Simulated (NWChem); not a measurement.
Species: GeIF₃; SMILES [F][Ge]([I])([F])[F]

```xyz
5

F     -1.4018    -0.7343     1.6523
Ge     0.0000     0.0000     1.0014
F      0.0650     1.5811     1.6523
F      1.3368    -0.8468     1.6523
I      0.0000     0.0000    -1.4463
```
Atoms are numbered in this order, from 1.

Computed with NWChem. Pople sets run with spherical d functions. Coordinates come from a PBE0/def2-SVP (def2 core potentials past Kr) optimisation. Total energies compare along this basis series because the functional is fixed.

```
level                                    basis functions  energy (Ha)  highest occupied level (eV)  orbital gap (eV)  dipole (D)
---------------------------------------  ---------------  -----------  ---------------------------  ----------------  ----------
Hartree-Fock/STO-3G, non-relativistic                 60   -9196.6535                        -8.41             15.13        0.45
Hartree-Fock/3-21G, non-relativistic                  80   -9249.5364                   (withheld)             12.98  (withheld)
Hartree-Fock/6-311G**, non-relativistic              160   -9290.6803                       -11.72             12.96        2.83
```

Question: Fill in the missing entries.

Answer: 
- Hartree-Fock/3-21G, non-relativistic, highest occupied level (eV): -11.63
- Hartree-Fock/3-21G, non-relativistic, dipole (D): 1.86
